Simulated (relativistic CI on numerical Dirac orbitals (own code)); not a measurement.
## Forbidden lines of Au27+

Method of calculation: Dirac-Coulomb-Breit CI, separate exchange-only KLI orbitals for each configuration, QED by a radiative potential, unscaled Slater integrals (own radial code, finite nucleus).

Configuration list (outside the closed core [Ar] 3d10): 4s²4p⁶4d¹⁰4f⁶, 4s²4p⁶4d¹⁰4f⁵5s, 4s²4p⁶4d⁹4f⁷, 4s²4p⁶4d¹⁰4f⁴5s², 4s²4p⁶4d¹⁰4f⁵5p, 4s²4p⁶4d¹⁰4f⁴5s5p, 4s²4p⁵4d¹⁰4f⁷, 4s²4p⁶4d¹⁰4f⁵6p, 4p⁶4d¹⁰4f⁸. Levels of other configurations are missing.

```csv
λ vac (nm),Lower,Upper,Type,A (s⁻¹),E lower (cm⁻¹),E upper (cm⁻¹)
102.90,4s²4p⁶4d¹⁰4f⁶ ⁷F2 [3],4s²4p⁶4d¹⁰4f⁶ ⁵H3 [30],M1,7.48e+02,27282.1,124466.4
113.05,4s²4p⁶4d¹⁰4f⁶ ⁷F3 [4],4s²4p⁶4d¹⁰4f⁶ ⁵G4 [32],M1,6.23e+02,37410.6,125867.7
124.55,4s²4p⁶4d¹⁰4f⁶ ⁷F4 [5],4s²4p⁶4d¹⁰4f⁶ ⁵G4 [32],M1,5.77e+02,45578.2,125867.7
124.87,4s²4p⁶4d¹⁰4f⁶ ⁷F3 [4],4s²4p⁶4d¹⁰4f⁶ ⁵G2 [24],M1,1.16e+03,37410.6,117492.7
124.90,4s²4p⁶4d¹⁰4f⁶ ⁷F4 [5],4s²4p⁶4d¹⁰4f⁶ ⁵I5 [31],M1,4.11e+02,45578.2,125639.0
130.34,4s²4p⁶4d¹⁰4f⁶ ⁷F1 [2],4s²4p⁶4d¹⁰4f⁶ ⁵G2 [11],M1,1.11e+03,14649.2,91372.3
134.31,4s²4p⁶4d¹⁰4f⁶ ⁷F4 [5],4s²4p⁶4d¹⁰4f⁶ ⁵G3 [27],M1,2.10e+03,45578.2,120033.9
138.15,4s²4p⁶4d¹⁰4f⁶ ⁷F5 [6],4s²4p⁶4d¹⁰4f⁶ ⁵K6 [29],M1,4.02e+02,51702.1,124085.2
146.22,4s²4p⁶4d¹⁰4f⁶ ⁷F2 [3],4s²4p⁶4d¹⁰4f⁶ ⁵H3 [13],M1,8.05e+02,27282.1,95672.6
156.03,4s²4p⁶4d¹⁰4f⁶ ⁷F2 [3],4s²4p⁶4d¹⁰4f⁶ ⁵G2 [11],M1,5.94e+02,27282.1,91372.3
158.49,4s²4p⁶4d¹⁰4f⁶ ⁷F6 [7],4s²4p⁶4d¹⁰4f⁶ ⁵G5 [23],M1,6.50e+02,53871.9,116966.1
159.16,4s²4p⁶4d¹⁰4f⁶ ⁷F3 [4],4s²4p⁶4d¹⁰4f⁶ ⁵H4 [16],M1,5.09e+02,37410.6,100240.7
171.64,4s²4p⁶4d¹⁰4f⁶ ⁷F3 [4],4s²4p⁶4d¹⁰4f⁶ ⁵H3 [13],M1,7.52e+02,37410.6,95672.6
179.83,4s²4p⁶4d¹⁰4f⁶ ⁷F3 [4],4s²4p⁶4d¹⁰4f⁶ ⁵D2 [12],M1,1.73e+03,37410.6,93017.2
182.94,4s²4p⁶4d¹⁰4f⁶ ⁷F4 [5],4s²4p⁶4d¹⁰4f⁶ ⁵H4 [16],M1,9.45e+02,45578.2,100240.7
206.26,4s²4p⁶4d¹⁰4f⁶ ⁷F6 [7],4s²4p⁶4d¹⁰4f⁶ ⁵L6 [17],M1,3.96e+02,53871.9,102354.0
210.94,4s²4p⁶4d¹⁰4f⁶ ⁷F2 [3],4s²4p⁶4d¹⁰4f⁶ ⁵D1 [9],M1,2.40e+03,27282.1,74688.2
217.75,4s²4p⁶4d¹⁰4f⁶ ⁷F5 [6],4s²4p⁶4d¹⁰4f⁶ ⁵H5 [15],M1,8.46e+02,51702.1,97626.1
253.50,4s²4p⁶4d¹⁰4f⁶ ⁷F1 [2],4s²4p⁶4d¹⁰4f⁶ ⁷F0 [8],M1,3.24e+03,14649.2,54096.4
403.33,4s²4p⁶4d¹⁰4f⁶ ⁵L6 [10],4s²4p⁶4d¹⁰4f⁶ ⁵L6 [17],M1,7.10e+02,77560.3,102354.0
```

Terms are leading LS components. Brackets give the number of a level in order of energy, since labels repeat. The list gives strong lines, with weight on those to low levels, among the lowest 400 of 9685 levels, so that lines to higher ones, which can be the strongest, are missing. Levels whose partners in the same complex of configurations lie outside the list can be far off, and so can their lines. Rates are taken at the computed energies, electric ones in the length gauge.

At this charge energies of transitions that change n are usually good to better than 1 %, and those within a shell (Δn = 0) to a few per cent. Terms inside the open d or f shell come out 10 to 20 % too wide with unscaled integrals.

LS names give the leading component of a level, which can be under half, so a name can repeat, a term be missing and a line seem to break the LS rules.
